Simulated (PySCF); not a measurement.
Working out the ionisation energy of Kr⁺

Kr⁺ [Ar] 3d10 4s2 4p5 (2P) → Kr²⁺ [Ar] 3d10 4s2 4p4 (3P). Computed with PySCF 2.14 in 6-31G* (5s4p3d, 32 functions), with the non-relativistic Hamiltonian (point nucleus). Frozen: [Ar] 3d10. Energies in hartree (1 hartree = 27.21139 eV):

```tsv
part	Kr⁺ (lower)	Kr²⁺ (upper)
UHF	-2751.195656	-2750.340756
CCSD correlation	-0.106236	-0.089134
(T)	-0.001075	-0.000858
```

Problem. What does Hartree-Fock give?

Solution. (-2750.340756) − (-2751.195656) = 0.854900 hartree = 23.263 eV.

Problem. What do CCSD and CCSD(T) give?

Solution. The CCSD correlation energies differ by 0.017102 hartree = 0.465 eV and the triples by 0.000217 hartree = 0.006 eV, so CCSD gives 23.728 eV and CCSD(T) 23.734 eV.

Reference: 24.360 eV (measured; NIST Atomic Spectra Database, ionization energies), between the lowest levels; spin-orbit coupling is absent from the calculation.

The calculation is non-relativistic.

What remains against the reference includes basis incompleteness, the frozen core and higher excitations.
